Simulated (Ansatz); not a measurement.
BCl5Si, SMILES `ClB(Cl)[Si](Cl)(Cl)Cl` at its PBE0-D4/def2-TZVP geometry, where that method's forces vanish. The species carries charge 0 and has multiplicity 1.

```xyz
7

Cl   -0.2216   -1.7376    1.8221
B     0.4631   -0.3374    1.0624
Cl    1.7480    0.5378    1.8238
Si   -0.2872    0.2443   -0.7171
Cl   -2.2433    0.7611   -0.4645
Cl   -0.1752   -1.3045   -2.0369
Cl    0.7162    1.8362   -1.4899
```

Q: What forces (eV/Å) does B3LYP-D4/def2-TZVPP give on these atoms in the Gaussian-basis code of Ansatz? (Estimate.)

A: Ansatz gave: 
```
Cl1 -0.091 -0.184  0.099
B2  -0.067  0.055 -0.167
Cl3  0.165  0.116  0.094
Si4  0.088 -0.050  0.181
Cl5 -0.243  0.063  0.041
Cl6  0.019 -0.198 -0.158
Cl7  0.129  0.197 -0.090
```

B3LYP here is the variant with VWN-RPA as its local correlation; programs differ in this.
